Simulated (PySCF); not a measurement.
Species: C3H10O2Si2.
Atom-mapped SMILES: `[CH3:1][O:2][C@@H:3]1[CH2:4][Si@@H:5]1[O:6][SiH3:7]`

Cartesian coordinates in Å at the GFN2-xTB level; atoms count from 1:
```
atom  x, y, z in Å
C1    -1.8966    1.0511    0.5590
O2    -1.2764   -0.0864    1.0929
C3    -0.9969   -1.0599    0.1166
C4     0.0634   -2.0924    0.5610
Si5    0.6429   -0.9620   -0.8205
O6     1.6549    0.2472   -0.4659
Si7    2.1040    1.4482    0.5434
H8    -2.8742    0.8031    0.1248
H9    -2.0328    1.7524    1.3803
H10   -1.2758    1.5100   -0.2215
H11   -1.9076   -1.4745   -0.3210
H12    0.4172   -1.9402    1.5717
H13   -0.2026   -3.1246    0.3830
H14    0.8712   -1.3364   -2.1938
H15    1.5600    2.6753   -0.0388
H16    1.5803    1.2051    1.8819
H17    3.5621    1.3962    0.4863
```

NICS is the negative of the GIAO shielding at a point without a nucleus: at the ring centre (0) and 1 Å above and below it (1); zz is the component along the ring normal. Level: GIAO PBE0/pcSseg-1 (PySCF, non-relativistic, gas phase) on the GFN2-xTB geometry, one conformer.

Ring bond lengths (Å), with Mayer bond orders in brackets: C3–C4 1.545 (0.88), C4–Si5 1.877 (0.93), Si5–C3 1.891 (0.88).

**Question.** What do the NICS probes read (ppm)?

**Answer.** 
```
     ring                                              type  NICS(0)  NICS(1), two faces  NICS(1)zz, two faces  rms pucker (Å)  centre to ring atoms, mean (Å)
C3–C4–Si5  3-membered ring with Si; formal bonds all single    -16.0         -3.3 / -8.0          -4.2 / -15.9            0.00                            1.02
```

**Question.** What can be read from them?

**Answer.** 
- C3–C4–Si5: mean NICS(1)zz -10.0 ppm, shielded. C3, C4, Si5 have four or more neighbours, so the value isn't read as a sign of a π ring current. The two faces differ by 11.7 ppm, so no symmetry operation interchanges them. NICS(0) lies 10 ppm below the mean NICS(1).

**Question.** At the second NICS(1) probe listed for ring C3–C4–Si5, 1 Å off the ring, what do the in-plane components average?

**Answer.** The isotropic value is a third of the trace: (3 × -8.0 − (-15.9))/2 = -4.0 ppm.
